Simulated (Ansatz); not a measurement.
A search over several starts for the lowest SCF solution of the cluster Ta4 at the given spin, in a small basis.

```yaml
crystal:
  periodic: [false, false, false]
  atoms:
    - {symbol: Ta, position_ang: [-0.659397, -1.258815, 0.549755]}
    - {symbol: Ta, position_ang: [1.620303, -0.245202, 0.140704]}
    - {symbol: Ta, position_ang: [-0.298792, 1.264400, 0.795980]}
    - {symbol: Ta, position_ang: [-0.662125, 0.239607, -1.486438]}
basis:
  gaussian: {orbitals: def2-SVP, initial_orbitals: start.molden}
magnetization: {spin_polarized: true, initial_magnetization: 2}
hamiltonian: {xc: pbe0, dispersion: d4}
output: {orbitals: {seedname: orbitals}}
```

The file start.molden holds the orbitals of an earlier run on this structure, at another level or in another basis.

```sh
$ ansatz run in.yaml --threads 4 --pin off --events-out ev --progress --plain --max-ram 3916MiB
```

It prints (some lines left out):

```
Functional definition: PBE0
1320 factors; their error is unknown
mean field evaluation 1: about -6196.6215 eV, gradient 4.4e0 eV
mean field evaluation 2: about -6196.7611 eV, gradient 2.5e-1 eV
mean field evaluation 4: about -6197.2340 eV, gradient 3.0e-1 eV
mean field evaluation 8: about -6197.2342 eV, gradient 2.9e-5 eV
mean field evaluation 16: about -6177.4544 eV, gradient 6.1e1 eV
mean field evaluation 32: about -6197.1082 eV, gradient 1.0e0 eV
mean field -6197.23423537 eV, -227.7441575135 hartree, gradient 1.6e-5 eV, S^2 2.017131; 9 other end points of the search recorded, 0 dependent functions left out
reference -6197.23426117 eV, -227.7441584618 hartree; 27, 25 occupied and 101, 103 virtual orbitals, 1320 factors
Total energy: -6197.40042665 eV, -227.7502649305 hartree
```

Run time 27 s (4 threads of Arm Neoverse V1 on a shared host), peak host memory 0.67 GiB.

In the def2 sets Ta takes a core potential; there is no spin–orbit coupling. At PBE0-D4/def2-TZVP a singlet of charge 0 lies 0.39 eV below the triplet, each at its own geometry. The structure comes from a short search, and lower isomers may exist.
